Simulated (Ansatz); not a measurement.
## C2H4In+: where a starting geometry ends

The starting geometry of this gas-phase singlet was optimised with GFN2-xTB.

```xyz
7

C     0.2325    0.8231    2.0056
C     0.6072    1.1614    0.8638
In   -0.9415    0.6528   -2.1039
H    -0.1522    0.5049    2.9399
H     1.5123    1.6935    0.5755
H    -0.0059    0.9339   -0.0814
H    -1.8391    0.3619   -3.8379
```

Q: Predict what it relaxes into with PBE0-D3(BJ)/def2-SVP.

A: It loosens into C2H2 + H2In, which stay close as a complex (formulas without charges). Distances that change by over a tenth: In3–H7 (1.97 → 1.69 Å). Contacts that open: C2–H6 (1.15 → 2.40 Å). Contacts that close: In3–H6 (2.25 → 1.70 Å).

The energy falls by 0.60 eV over 16 steps:

```csv
step,E − E(last) (eV)
1,0.605
3,0.335
4,0.295
6,0.211
8,0.065
9,0.036
11,0.001
13,0.000
14,0.000
16,0.000
```

Final geometry (Å):

```yaml
atoms:
  - { symbol: C, position_ang: [0.2280, 0.8418, 1.8371] }
  - { symbol: C, position_ang: [1.1401, 1.4104, 1.2776] }
  - { symbol: In, position_ang: [-1.1260, 0.5363, -1.9915] }
  - { symbol: H, position_ang: [-0.5583, 0.3445, 2.3809] }
  - { symbol: H, position_ang: [1.9737, 1.9231, 0.8265] }
  - { symbol: H, position_ang: [-0.3615, 0.7851, -0.4901] }
  - { symbol: H, position_ang: [-1.8826, 0.2902, -3.4789] }
```

No frequencies were run, so the end isn't proven a minimum. Atoms past krypton carry core potentials, without spin–orbit terms. Run with Ansatz 0.2.0, 87 s on 1 thread of Intel(R) Xeon(R) Processor @ 2.50GHz (Skylake/Cascade Lake), on a shared host.
